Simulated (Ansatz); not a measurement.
C4H5F3O (`F[C@@H]1C[C@H](F)O[C@H]1F`). Charge 0, multiplicity 1. The geometry is a stationary point of PBE0-D4/def2-TZVP.

```xyz
13

F     1.226   -1.643    0.998
C     0.764   -1.083   -0.164
C    -0.723   -0.790   -0.065
C    -0.748    0.643    0.420
F    -0.620    0.701    1.791
C     0.516    1.203   -0.217
F     0.195    1.676   -1.470
O     1.400    0.148   -0.345
H     1.054   -1.756   -0.973
H    -1.180   -0.850   -1.055
H    -1.233   -1.475    0.610
H    -1.634    1.209    0.131
H     0.984    2.016    0.340
```

Task: What is the dipole moment at PBE/def2-TZVPP? (Best estimate.)

Result: Ansatz gave: 2.21 D, with components (-1.88, -0.40, -1.10) D in this frame, pointing from negative to positive charge.

Task: And with r2SCAN, B3LYP, ωB97M-V? (Best estimate.)

Result: Ansatz gave: r2SCAN 2.30 D, B3LYP 2.37 D, ωB97M-V 2.37 D.

Task: Give the Mulliken charges with PBE, ωB97M-V, r2SCAN in def2-TZVPP. (Best estimate.)

Result: Computed: 
```tsv
atom	PBE	ωB97M-V	r2SCAN
F1	-0.17	-0.20	-0.21
C2	0.18	0.22	0.30
C3	-0.13	-0.21	-0.08
C4	0.12	0.11	0.18
F5	-0.19	-0.21	-0.23
C6	0.18	0.21	0.29
F7	-0.18	-0.21	-0.22
O8	-0.19	-0.24	-0.27
H9	0.06	0.09	0.03
H10	0.09	0.12	0.06
H11	0.09	0.12	0.07
H12	0.06	0.10	0.04
H13	0.07	0.10	0.05
```

B3LYP here is the variant with VWN-RPA as its local correlation; programs differ in this.
